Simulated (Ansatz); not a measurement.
Calculated with Ansatz (gas phase, PBE0-D4/def2-TZVP geometries, no zero-point term in ΔE). CBS: MP2 limit from def2 TZ/QZ plus the TZ coupled-cluster correction, frozen cores. This one scheme is used for every species. DFT in def2-TZVPP. HSE06 is defined as in plane-wave codes. One conformer a species, not always the lowest.

`COBCl` + `O[SiH3]` → `[SiH3]OBCl` + CH₃OH  (ligand exchange at a B–O bond)

`COBCl`:

Cartesian coordinates in Å:
```
C 0.368 -0.088 1.062
O 0.388 0.529 -0.212
B -0.402 0.117 -1.205
Cl -0.301 0.948 -2.748
H 0.106 0.663 1.809
H -0.354 -0.907 1.098
H 1.366 -0.471 1.280
H -1.170 -0.791 -1.084
```

`O[SiH3]`:

```xyz
6

O    -1.071    0.191    0.677
Si    0.370   -0.129   -0.055
H    -1.743    0.643    0.165
H     0.197   -1.004   -1.248
H     1.197   -0.820    0.960
H     1.050    1.119   -0.499
```

`[SiH3]OBCl`:

Cartesian coordinates in Å:
```
Si 0.402 -1.015 -0.520
O 0.137 0.631 -0.472
B -0.424 1.431 0.439
Cl -1.062 0.768 1.952
H -0.892 -1.733 -0.453
H 1.072 -1.275 -1.814
H 1.278 -1.414 0.606
H -0.510 2.606 0.262
```

CH₃OH:

Z-matrix (Å, degrees):
```
C
O 1 1.409
H 1 1.097 2 112.4
H 1 1.090 2 107.0 3 -118.5
H 1 1.097 2 112.4 3 123.0
H 2 0.959 1 108.5 3 -61.6
```

| level | ΔE (kcal/mol) |
| --- | --- |
| r2SCAN0-D4 | 0.7 |
| HSE06 | 1.3 |
| CAM-B3LYP | 1.5 |
| LC-ωPBE | 1.5 |
| RPA@PBE/def2-TZVPP | 0.8 |
| CCSD/def2-SVP | 0.1 |
| MP2/def2-TZVPP | 1.0 |
| CCSD/CBS(def2) | 0.4 |

What does CCSD(T)/CBS give? (Estimate.)

Ansatz gave: +0.5 kcal/mol. The listed levels differ from it by 0.2, 0.8, 1.0, 1.0, 0.3, -0.4, 0.5, -0.1 kcal/mol.

Largest T1 diagnostic among the species: 0.012.

In def2-TZVPP, CCSD(T) changes the Hartree–Fock value by +0.7 kcal/mol (the triples alone add +0.1 kcal/mol) and MP2 by +0.9 kcal/mol. The D4 term adds −0.9 kcal/mol with B3LYP and −0.5 kcal/mol with PBE0; it sums over pairs of atoms, weighted by their polarisabilities, and B3LYP, whose exchange is more repulsive, gets the larger term.

B3LYP here is the variant with VWN-RPA as its local correlation; programs differ in this.
